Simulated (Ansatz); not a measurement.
Consider the formal exchange of groups at the Se–Si bond: `[SeH][SiH]1[CH2][AlH]1` + `[SiH3][TeH]` → `[SeH][SiH2][TeH]` + `[CH2]1[AlH][SiH2]1`.

Program: Ansatz. Geometries: PBE0-D4/def2-TZVP. ΔE: electronic, gas phase. CBS: MP2 limit from def2 TZ/QZ plus the TZ coupled-cluster correction, frozen cores. Functionals use def2-TZVPP. B3LYP here is the variant with VWN-RPA as its local correlation; programs differ in this. def2 core potentials past Kr. For Se, Te outer-core shells are correlated without core-valence functions, which leaves a few kJ/mol of doubt a bond. Scalar relativity is left out up to krypton. Each species was taken in one conformer, which may not be the lowest.

`[SeH][SiH]1[CH2][AlH]1`:

Cartesian coordinates in Å:
```
Se 2.139 1.137 1.382
Si 0.358 -0.189 0.842
C -0.068 -0.667 -0.948
Al -1.741 -0.031 -0.153
H 1.561 2.340 0.770
H 0.570 -1.416 1.660
H 0.278 -1.588 -1.413
H 0.162 0.177 -1.621
H -3.258 0.238 -0.520
```

`[SiH3][TeH]`:

Cartesian coordinates in Å:
```
Si -0.057 -0.031 -0.646
Te -0.554 -0.626 1.724
H 1.358 -0.317 -0.992
H -0.957 -0.892 -1.453
H -0.349 1.398 -0.918
H 0.559 0.468 2.284
```

`[SeH][SiH2][TeH]`:

Z-matrix (Å, degrees):
```
Si
Te 1 2.485
Se 1 2.278 2 108.3
H 1 1.485 2 104.6 3 120.3
H 1 1.483 2 112.2 3 -121.2
H 2 1.658 1 91.3 3 64.3
H 3 1.472 1 93.2 2 -166.2
```

`[CH2]1[AlH][SiH2]1`:

Cartesian coordinates in Å:
```
C -0.362 0.427 0.727
Al -1.078 -0.913 -0.497
Si 1.043 0.043 -0.530
H -0.820 1.403 0.519
H -0.165 0.349 1.795
H -2.372 -1.777 -0.781
H 2.168 -0.716 0.083
H 1.587 1.185 -1.316
```

```csv
level,ΔE (kcal/mol),difference from CCSD(T)/CBS
PBE-D4,2.2,0.6
r2SCAN-D4,2.3,0.7
PBE0-D4,1.8,0.2
B3LYP-D4,1.9,0.3
ωB97X-V,1.4,-0.2
ωB97M-V,1.7,0.1
B2PLYP,2.2,0.6
PBE,2.4,0.8
r2SCAN,2.3,0.7
PBE0,2.0,0.4
B3LYP,2.3,0.7
HF/def2-TZVPP,1.6,0.0
MP2/def2-TZVPP,2.2,0.6
SCS-MP2/def2-TZVPP,2.1,0.5
CCSD/def2-TZVPP,1.8,0.2
CCSD(T)/def2-TZVPP,2.1,0.5
HF/def2-QZVPP,1.7,0.1
MP2/def2-QZVPP,1.9,0.3
SCS-MP2/def2-QZVPP,1.9,0.3
HF/CBS(def2),1.7,0.1
MP2/CBS(def2),1.7,0.1
CCSD/CBS(def2),1.3,-0.3
CCSD(T)/CBS,1.6,0
```

Largest T1 diagnostic among the species: 0.013.
